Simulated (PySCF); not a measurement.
C5H7OS2 (charge +1).
SMILES: `COC[c+]1sccs1`

Level: CAM-B3LYP/def2-SVPD in PySCF, non-relativistic, on one gas-phase PBE0-D3(BJ)/def2-SVP geometry that isn't relaxed in the solvent. The solvent is an IEF-PCM continuum (Bondi radii, 1.10 Å for H, scaled by 1.2), and excitations are vertical TDDFT with non-equilibrium linear response and a frozen core. The model holds no explicit solvent molecules, cavitation or dispersion.

Gas-phase singlets (H = HOMO, L = LUMO):

| state | E (eV) | λ (nm) | f | leading configurations |
| --- | --- | --- | --- | --- |
| S1 | 4.314 | 287 | 0.046 | H→L 99% |
| S2 | 5.000 | 248 | 0.068 | H-1→L 96% |
| S3 | 5.737 | 216 | 0.066 | H-2→L 85%, H-1→L+1 10% |
| S4 | 5.855 | 212 | 0.001 | H-3→L 85%, H-4→L 11% |
| S5 | 6.440 | 193 | 0.000 | H-1→L+2 51%, H→L+2 42% |

Problem. Give the list for cyclohexane (ε = 2.017), n² = 2.04.

Solution. 
```tsv
state	E (eV)	λ (nm)	f	leading configurations	change by rank (eV)
S1	4.412	281	0.082	H→L 98%	+0.098
S2	4.988	249	0.064	H-1→L 96%	-0.012
S3	5.678	218	0.104	H-2→L 88%	-0.059
S4	5.970	208	0.000	H-3→L 81%, H-4→L 16%	+0.115
S5	6.449	192	0.000	H-1→L+2 49%, H→L+2 44%	+0.009
```

Problem. How does the list change in dichloromethane (ε = 8.93)?

Solution. 
```csv
state,E (eV),λ (nm),f,leading configurations,change by rank (eV)
S1,4.523,274,0.109,H→L 98%,+0.209
S2,5.035,246,0.040,H-1→L 96%,+0.035
S3,5.678,218,0.106,H-2→L 88%,-0.059
S4,6.082,204,0.000,"H-3→L 76%, H-4→L 21%",+0.227
S5,6.459,192,0.000,"H→L+2 53%, H-1→L+2 40%",+0.019
```

Problem. The ground-state energy changes by -2.011 eV from gas to dichloromethane. By how much does the total energy of gas-phase S1 change?

Solution. E(S1) = E(S0) + excitation energy, so it changes by -2.011 + 0.209 = -1.802 eV: it is lowered less than the ground state, which is what a blue shift means. This is the vertical state, with the slow part of the continuum still set for S0.

Problem. How do the frontier levels move from gas to dichloromethane?

Solution. 
```
orbital  gas (eV)  solvent (eV)  change (eV)
 LUMO+2     -3.80         -0.06        +3.74
 LUMO+1     -4.26         -0.47        +3.79
   LUMO     -6.17         -2.42        +3.75
   HOMO    -13.40         -9.93        +3.47
 HOMO-1    -14.16        -10.45        +3.71
 HOMO-2    -14.96        -11.21        +3.75
 HOMO-3    -15.04        -11.68        +3.36
```

The HOMO–LUMO gap goes from 7.23 to 7.50 eV.

The values belong to the conformer `[CH3:1][O:2][CH2:3][c+:4]1[s:5][cH:6][cH:7][s:8]1`: C1–O2–C3–C4 -178°, O2–C3–C4–S5 -178°.
